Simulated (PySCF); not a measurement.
The group X on NC-X is varied. Isolated molecules, 0 K electronic values unless said otherwise. One relaxed conformer stands for each flexible species; it need not be the lowest. Strings in code marks are SMILES.

Calculation: PBE-D3(BJ)/def2-TZVP // B3LYP-D3(BJ)/def2-TZVP (PySCF 2.14.0). All candidates: neutral, multiplicity 1. Delta-SCF ions had no search for a lower state. 

```json
{
  "HOMO–LUMO gap": "6.21 eV",
  "vertical ionisation energy (Delta-SCF)": "11.83 eV",
  "LUMO": "-1.33 eV"
}
```

### Question
Which member has these values?
A. `N#CC=O`
B. `N#CS`
C. `N#CO`
D. `N#CO[SiH3]`

### Answer
C, `N#CO`. The others give `N#CS`: 5.02 eV, 10.63 eV, -2.03 eV; `N#CO[SiH3]`: 5.48 eV, 10.89 eV, -1.88 eV; `N#CC=O`: 3.28 eV, 11.50 eV, -4.17 eV
